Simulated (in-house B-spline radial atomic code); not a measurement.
Configurations of Al⁺, with energies counted from [Ne] 3s2. Method: scalar-relativistic (X2C) PBE0, spin-polarised, spherical fractional occupations, exact exchange averaged over the configuration, Fermi nucleus of rms radius 3.061 fm. Calculated with a radial B-spline atomic code at the basis-set limit. Shells without spins written out take the highest spin.

Occupations are held fixed; configurations that lie above the ionisation limit could autoionise.

```csv
configuration,E - E(ref) (eV),highest orbital,its <r> (bohr)
[Ne] 3s1 3p1,4.5092,3p up,2.781
[Ne] 3s1 3d1,11.368,3d up,4.138
[Ne] 3s1 4d1,14.527,4d up,8.801
[He] 2s2 2p5 3s2 3p1,75.834,3p up,2.486
[He] 2s2 2p5 3s2 4s1,83.865,4s up,5.261
[He] 2s2 2p5 3s2 3d1,84.061,3d up,3.682
```

Task: Order these further configurations by energy, lowest first.
A. [Ne] 3s1 4f1
B. [He] 2s2 2p5 3s2 4p1
C. [He] 2s1 2p6 3s2 3p1
D. [He] 2s1 2p6 3s2 4p1
E. [He] 2s2 2p5 3s2 4f1

Result: A (15.079 eV), B (85.508 eV), E (88.382 eV), C (116.11 eV), D (125.76 eV).

Task: How far above the reference does [He] 2s1 2p6 3s2 3d1 lie?

Result: 124.28 eV; its least bound orbital is 3d up with <r> = 3.67 bohr.
